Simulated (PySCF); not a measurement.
Dipole response of P (phosphorus, neutral)

[Ne] 3s1 3p3 4s1, high-spin 6S determinant (an excited configuration). Computed with PySCF 2.14 in dyall-av3z (19s12p3d2f, 84 functions), with the spin-free X2C one-electron Hamiltonian (Gaussian nucleus). Coupled (time-dependent) response in atomic units; α is the mean over directions.

| method | mean α (bohr³) | C₆ (like pair) | S(−4) |
| --- | --- | --- | --- |
| LC-wPBE | 732.2 | 13750 | 658500 |

S(−4) is the Cauchy moment in α(ω) = α(0) + S(−4) ω² + …

α(iu) at LC-wPBE:

```
u (hartree)  α(iu) (bohr³)
          0          732.2
     0.0500          231.5
      0.100          83.27
      0.200          30.20
      0.300          18.06
      0.500          9.605
      0.750          5.483
       1.00          3.517
       1.50          1.784
       2.00          1.077
       3.00         0.5235
       5.00         0.2124
```

A single London oscillator, α(iu) = α/(1 + u²/ω²), gives C₆ = (3/4) ω α². Matching the computed C₆ needs ω = 4 × 13750 / (3 × 732.2²) = 0.0342 hartree.

The outer electron is Rydberg-like, and this basis confines it to a smaller radius and binds it less than a complete one would.
